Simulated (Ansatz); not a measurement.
Consider the formal exchange of groups at a B–Ge bond: `FC[BH][GeH2][AlH2]` + CH₄ → `CBCF` + `[AlH2][GeH3]`.

Calculated with Ansatz (gas phase, PBE0-D4/def2-TZVP geometries, no zero-point term in ΔE). CCSD(T)/CBS adds triple-zeta CCSD(T) − MP2 to the extrapolated MP2 energy (def2 sets, frozen cores). This one scheme is used for every species. DFT in def2-TZVPP. B3LYP here is the variant with VWN-RPA as its local correlation; programs differ in this. For Ge outer-core shells are correlated without core-valence functions, which leaves a few kJ/mol of doubt a bond. Scalar relativity is left out up to krypton. Each species was taken in one conformer, which may not be the lowest.

```json
{"level": "PBE-D4", "ΔE (kJ/mol)": "8.1", "difference from CCSD(T)/CBS": "2.7"}
{"level": "r2SCAN-D4", "ΔE (kJ/mol)": "4.2", "difference from CCSD(T)/CBS": "-1.2"}
{"level": "PBE0-D4", "ΔE (kJ/mol)": "3.5", "difference from CCSD(T)/CBS": "-1.9"}
{"level": "B3LYP-D4", "ΔE (kJ/mol)": "1.4", "difference from CCSD(T)/CBS": "-4.0"}
{"level": "ωB97X-V", "ΔE (kJ/mol)": "-3.1", "difference from CCSD(T)/CBS": "-8.5"}
{"level": "ωB97M-V", "ΔE (kJ/mol)": "-3.1", "difference from CCSD(T)/CBS": "-8.5"}
{"level": "B2PLYP", "ΔE (kJ/mol)": "-0.6", "difference from CCSD(T)/CBS": "-6.0"}
{"level": "PBE", "ΔE (kJ/mol)": "5.5", "difference from CCSD(T)/CBS": "0.1"}
{"level": "r2SCAN", "ΔE (kJ/mol)": "3.4", "difference from CCSD(T)/CBS": "-2.0"}
{"level": "PBE0", "ΔE (kJ/mol)": "0.9", "difference from CCSD(T)/CBS": "-4.5"}
{"level": "B3LYP", "ΔE (kJ/mol)": "-2.8", "difference from CCSD(T)/CBS": "-8.2"}
{"level": "HF/def2-TZVPP", "ΔE (kJ/mol)": "-14.7", "difference from CCSD(T)/CBS": "-20.1"}
{"level": "MP2/def2-TZVPP", "ΔE (kJ/mol)": "4.4", "difference from CCSD(T)/CBS": "-1.0"}
{"level": "SCS-MP2/def2-TZVPP", "ΔE (kJ/mol)": "0.8", "difference from CCSD(T)/CBS": "-4.6"}
{"level": "CCSD/def2-TZVPP", "ΔE (kJ/mol)": "0.4", "difference from CCSD(T)/CBS": "-5.0"}
{"level": "CCSD(T)/def2-TZVPP", "ΔE (kJ/mol)": "3.5", "difference from CCSD(T)/CBS": "-1.9"}
{"level": "HF/def2-QZVPP", "ΔE (kJ/mol)": "-16.1", "difference from CCSD(T)/CBS": "-21.5"}
{"level": "MP2/def2-QZVPP", "ΔE (kJ/mol)": "5.0", "difference from CCSD(T)/CBS": "-0.4"}
{"level": "SCS-MP2/def2-QZVPP", "ΔE (kJ/mol)": "0.9", "difference from CCSD(T)/CBS": "-4.5"}
{"level": "HF/CBS(def2)", "ΔE (kJ/mol)": "-16.3", "difference from CCSD(T)/CBS": "-21.7"}
{"level": "MP2/CBS(def2)", "ΔE (kJ/mol)": "6.3", "difference from CCSD(T)/CBS": "0.9"}
{"level": "CCSD/CBS(def2)", "ΔE (kJ/mol)": "2.3", "difference from CCSD(T)/CBS": "-3.1"}
{"level": "CCSD(T)/CBS", "ΔE (kJ/mol)": "5.4", "difference from CCSD(T)/CBS": "0"}
```

Largest T1 diagnostic among the species: 0.013.

The D4 term adds +4.3 kJ/mol with B3LYP and +2.6 kJ/mol with PBE0; it sums over pairs of atoms, weighted by their polarisabilities, and B3LYP, whose exchange is more repulsive, gets the larger term. In def2-TZVPP, CCSD(T) changes the Hartree–Fock value by +18.2 kJ/mol (the triples alone add +3.1 kJ/mol) and MP2 by +19.1 kJ/mol. From PBE to PBE0 (25 % exact exchange), in def2-TZVPP and without D4, ΔE moves by −4.6 kJ/mol.
